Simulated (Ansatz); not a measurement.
One change: `[SiH3]C[Te][SiH3]` becomes `BC[Te][SiH3]`.

Ansatz, PBE0-D4/def2-TZVP geometries, multiplicity 1. Each molecule was computed in one conformer, which needn't be the lowest. `BC[Te][SiH3]` holds a close contact that its SMILES doesn't draw: Te···B 2.46 Å.

Elements past krypton have def2 core potentials.  Spin–orbit coupling is left out; it splits and shifts lone-pair levels of the heavy atoms by tenths of an eV.

```json
{"property": "HOMO energy (B3LYP/def2-TZVPP) / eV", "`[SiH3]C[Te][SiH3]`": "-5.99"}
{"property": "LUMO energy (PBE/def2-TZVPP) / eV", "`[SiH3]C[Te][SiH3]`": "-1.79"}
{"property": "LUMO energy (PBE0/def2-TZVPP) / eV", "`[SiH3]C[Te][SiH3]`": "-0.98"}
{"property": "size of the dipole moment (PBE/def2-TZVPP) / D", "`[SiH3]C[Te][SiH3]`": "0.81"}
{"property": "HOMO energy (ωB97M-V/def2-TZVPP) / eV", "`[SiH3]C[Te][SiH3]`": "-8.28"}
{"property": "size of the dipole moment (B3LYP/def2-TZVPP) / D", "`[SiH3]C[Te][SiH3]`": "0.80"}
```

Q: What does the change do to each property? (Best estimate.)

A: The calculation gave: 
| property | `BC[Te][SiH3]` | shift |
| --- | --- | --- |
| HOMO energy (B3LYP/def2-TZVPP) / eV | -6.68 | -0.69 |
| LUMO energy (PBE/def2-TZVPP) / eV | -1.97 | -0.18 |
| LUMO energy (PBE0/def2-TZVPP) / eV | -1.14 | -0.16 |
| size of the dipole moment (PBE/def2-TZVPP) / D | 1.99 | 1.18 |
| HOMO energy (ωB97M-V/def2-TZVPP) / eV | -8.92 | -0.64 |
| size of the dipole moment (B3LYP/def2-TZVPP) / D | 1.88 | 1.08 |

With PBE0 the HOMO falls by 0.70 eV and the LUMO falls by 0.16 eV, so the gap widens by about 0.54 eV. PBE moves the HOMO by -0.74 eV and ωB97M-V by -0.64 eV. Dipoles are sizes alone; their direction can turn.

Positive LUMOs are unbound, so they and the gaps depend on the basis.

B3LYP here is the variant with VWN-RPA as its local correlation; programs differ in this.
